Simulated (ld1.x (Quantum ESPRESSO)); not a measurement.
# H: what ld1.x (Quantum ESPRESSO) 7.5 does with a changed input

Command:

```bash
ld1.x < H.in > H.out
```

Input:

```
&input
   title='H', zed=1., rel=1, dft='PBE', iswitch=3,
   config='1s0.5 2p-2',
   nld=2, rlderiv=1.15, eminld=-3.0, emaxld=5.0, deld=0.02
 /
 &inputp
   pseudotype=2, tm=.true., lloc=-1,
   nlcc=.false.,
   file_pseudopw='H.UPF', file_wfcaegen='ae.wfc', file_wfcncgen='nc.wfc', file_beta='beta', file_chi='chi'
 /
2
1S  1  0   0.50   0.00  0.95  0.95  0.0
2P  2  1  -2.00   0.35  1.05  1.05  0.0
 &test
   configts(1)='1s0.5'
 /
```

Output:

```
Program LD1 v.7.5

 %%%%%%%%%%%%%%%%%%%%%%%%%%%%%%%%%%%%%%%%%%%%%%%%%%%%%%%%%%%%%%%%%%%%%%%%%%%%%%
     Error in routine ld1_readin (1):
     rcloc must be positive
 %%%%%%%%%%%%%%%%%%%%%%%%%%%%%%%%%%%%%%%%%%%%%%%%%%%%%%%%%%%%%%%%%%%%%%%%%%%%%%

     stopping ...
```

Problem. This input was made by a single change from one that runs to its end. What was changed?

Solution. The change: rcloc left out although the local part is a smoothed all-electron potential. The program refuses the input: "ld1_readin: rcloc must be positive".
